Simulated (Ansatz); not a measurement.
Mulliken charges of AlBH$_{5}$NS (`B[S][AlH][NH2]`) from B3LYP/def2-TZVPP in Ansatz (PBE0-D4/def2-TZVP geometry).

```json
{"atom": "B1", "x (Å)": "-1.775", "y (Å)": "0.851", "z (Å)": "0.027", "charge (e)": "-0.057"}
{"atom": "S2", "x (Å)": "-1.006", "y (Å)": "0.436", "z (Å)": "1.577", "charge (e)": "-0.226"}
{"atom": "Al3", "x (Å)": "0.900", "y (Å)": "-0.458", "z (Å)": "0.894", "charge (e)": "0.481"}
{"atom": "N4", "x (Å)": "1.293", "y (Å)": "-0.598", "z (Å)": "-0.814", "charge (e)": "-0.396"}
{"atom": "H5", "x (Å)": "-2.851", "y (Å)": "1.365", "z (Å)": "0.073", "charge (e)": "0.044"}
{"atom": "H6", "x (Å)": "-1.256", "y (Å)": "0.632", "z (Å)": "-1.027", "charge (e)": "0.018"}
{"atom": "H7", "x (Å)": "1.914", "y (Å)": "-0.975", "z (Å)": "1.984", "charge (e)": "-0.129"}
{"atom": "H8", "x (Å)": "2.153", "y (Å)": "-1.001", "z (Å)": "-1.151", "charge (e)": "0.131"}
{"atom": "H9", "x (Å)": "0.715", "y (Å)": "-0.299", "z (Å)": "-1.581", "charge (e)": "0.134"}
```

Question: By hand: the dipole of these point charges (1 e Å = 4.8032 D).

Answer: Σ q r = (0.232, -0.105, -0.239) e Å, of length 0.349 e Å = 1.68 D.

Question: How does the dipole of the full density compare? (An estimate is asked.)

Answer: Computed: (0.259, -0.115, -0.300) e Å, 1.98 D; the point charges give 0.85 times that, at 3° from its direction.

Point charges leave out the atoms' own dipoles, such as those of lone pairs, and Mulliken's split depends on the basis, so the two needn't agree.

B3LYP here is the variant with VWN-RPA as its local correlation; programs differ in this.
